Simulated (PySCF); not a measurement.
SCF from a fresh guess for singlet HScO, at the PBE0 minimum. PySCF input:

```python
from pyscf import gto, scf, dft
mol = gto.M(atom='''
Sc    -0.000000    -0.414290     0.000000
O      0.107020     1.241770    -0.000000
H     -1.698520    -1.227720    -0.000000''',
    basis={'Sc': 'def2-TZVP', 'O': 'def2-TZVP', 'H': 'def2-TZVP'},
    charge=0, spin=0)
mf = dft.RKS(mol, xc='PBE0')
mf.grids.atom_grid = (50, 194)
aux = {'Sc': 'def2-universal-JKFIT', 'O': 'def2-universal-JKFIT', 'H': 'def2-universal-JKFIT'}
mf = mf.density_fit(auxbasis=aux)
mf.conv_tol = 1e-08
mf.diis_space = 10
mf.max_cycle = 60
mf.init_guess = 'minao'
mf.verbose = 4
mf.kernel()
```

Excerpt of the output (cycles and frontier levels):

```
init E= -835.942667761179
  HOMO = -0.405054219741281  LUMO = -0.315701056716622  gap/eV = 2.43142
cycle= 1 E= -836.013876362428  delta_E= -0.0712  |g|=  1.1  |ddm|= 2.43
  HOMO = -0.0293950980320386  LUMO = -0.00674320796481061  gap/eV = 0.61639
cycle= 2 E= -833.943443603304  delta_E= 2.07  |g|= 2.68  |ddm|= 4.07
  HOMO = -0.248693186033471  LUMO = -0.0591707642268346  gap/eV = 5.15717
cycle= 3 E= -836.081686116347  delta_E= -2.14  |g|= 0.962  |ddm|= 3.88
  HOMO = -0.265300756302587  LUMO = -0.0939478418991131  gap/eV = 4.66275
cycle= 4 E= -836.277169444294  delta_E= -0.195  |g|= 0.166  |ddm|= 0.48
  HOMO = -0.249963980795201  LUMO = -0.0774919388746165  gap/eV = 4.69320
cycle= 5 E= -836.285692294627  delta_E= -0.00852  |g|= 0.0373  |ddm|= 0.179
  HOMO = -0.248069757687634  LUMO = -0.0745248856970013  gap/eV = 4.72240
cycle= 6 E= -836.286006361656  delta_E= -0.000314  |g|= 0.0112  |ddm|= 0.0275
  HOMO = -0.249010519440871  LUMO = -0.0751872316583275  gap/eV = 4.72997
cycle= 7 E= -836.286033488754  delta_E= -2.71e-05  |g|= 0.00229  |ddm|= 0.00789
  HOMO = -0.249515207242507  LUMO = -0.0754610758663408  gap/eV = 4.73625
cycle= 8 E= -836.286035390822  delta_E= -1.9e-06  |g|= 0.00116  |ddm|= 0.00342
  HOMO = -0.249450963004958  LUMO = -0.0754758661609389  gap/eV = 4.73410
cycle= 9 E= -836.286035775396  delta_E= -3.85e-07  |g|= 0.000267  |ddm|= 0.00114
  HOMO = -0.249504638179042  LUMO = -0.075478015863656  gap/eV = 4.73551
cycle= 10 E= -836.286035794656  delta_E= -1.93e-08  |g|= 7.66e-05  |ddm|= 0.000254
  HOMO = -0.249508078176394  LUMO = -0.0754816199798314  gap/eV = 4.73550
cycle= 11 E= -836.286035796107  delta_E= -1.45e-09  |g|= 1.04e-05  |ddm|= 7.06e-05
  HOMO = -0.249503808094085  LUMO = -0.0754811624735448  gap/eV = 4.73540
Extra cycle  E= -836.28603579602  delta_E= 8.7e-11  |g|= 2.6e-05  |ddm|= 1.93e-05
converged SCF energy = -836.28603579602
```

No lower solution of this spin was found by a stability analysis within the restricted form, which does not test spin polarisation.

Stability towards spin polarisation was not tested.

The search for the lowest solution, with the stability check, took 1.9 s on 2 threads of a shared Arm Neoverse V2 host, with 82 basis functions; the process peaked at 0.29 GiB.
